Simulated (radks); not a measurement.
Spin polarisation of the 3d4 shell in V+. Start: [Ar] 3d(up 2, down 2); electrons of 3d are moved from spin down to spin up, other shells keep equal spins. All-electron calculation, non-relativistic Kohn-Sham, TPSS, spin-polarised, spherical densities, point nucleus; meta-GGA in the generalised Kohn-Sham scheme. Program: a radial shooting solver on a logarithmic mesh with Libxc functionals.

\begin{tabular}{lrrrr}
moment (Bohr magnetons) & E - E(0) (eV) & e(3d up) (eV) & e(3d down) (eV) & 3p down minus up (eV) \\ \hline
0 & 0.000 & -8.784 & -8.784 & 0.000 \\
1 & -0.205 & -9.158 & -8.338 & 0.901 \\
2 & -0.818 & -9.453 & -7.825 & 1.801 \\
3 & -1.829 & -9.657 & -7.252 & 2.694 \\
\end{tabular}

At moment 3 the spin-polarisation energy is -1.829 eV and the 3d exchange splitting 2.405 eV, that is 0.802 eV per Bohr magneton; E = -I m^2/4 would give I = 0.813 eV.
